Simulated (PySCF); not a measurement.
**[HfO(OH)3]− at several levels of theory**

Computed with PySCF 2.14.0 (density fitting, no spin-orbit coupling) at the geometry relaxed with PBE:

```xyz
8
[HfO(OH)3]− (singlet)
Hf   -0.3710    0.0000    0.1148
O     0.5390    0.0000    1.7070
O     0.1754    1.6865   -0.9138
H     0.8192    2.2635   -0.4695
O    -2.3818    0.0000    0.5130
H    -2.6488    0.0000    1.4474
O     0.1754   -1.6865   -0.9138
H     0.8192   -2.2635   -0.4695
```

```tsv
level	basis	state	HOMO (eV)	gap (eV)	charge on Hf1 (e)	dipole about the centre of mass (D)	largest force component (eV/Å)
PBE	Hf def2-SVP with ECP60, O def2-SVP, H def2-SVP	singlet	-0.89	4.39	0.40	0.33	0.02
TPSSh	the same	singlet	-1.47	5.46	0.64	0.42	0.25
CAM-B3LYP	the same	singlet	-3.72	8.57	0.63	0.46	0.57
wB97X	the same	singlet	-4.75	10.63	0.68	0.50	0.67
TPSS	the same	singlet	-0.90	4.63	0.54	0.40	0.10
PBE	Hf x2c-SVPall, O x2c-SVPall, H x2c-SVPall	singlet	-1.11	4.27	0.39	0.36	0.87
```

Charges are Mulliken's, which hang on the basis. The relaxation used the grid (50, 194), these runs (75, 302) or, all-electron (x2c bases, spin-free X2C Hamiltonian), (99, 590).

Problem. What does PBE with Hf def2-TZVP with ECP60, O def2-TZVP, H def2-TZVP give here?

Solution. state singlet, HOMO (eV) -0.97, gap (eV) 4.30, charge on Hf1 (e) 1.03, dipole about the centre of mass (D) 0.38, largest force component (eV/Å) 0.40. Time: 12 s on 2 threads of Intel(R) Xeon(R) 6975P-C (Granite Rapids), on a shared host, from free ions and atoms.

In the first row's basis the gap widens with exact exchange: 4.4 to 4.6 eV for PBE, TPSS (none); 5.5 eV for TPSSh (a fixed share); 8.6 to 10.6 eV for CAM-B3LYP, wB97X (rising or full at long range).
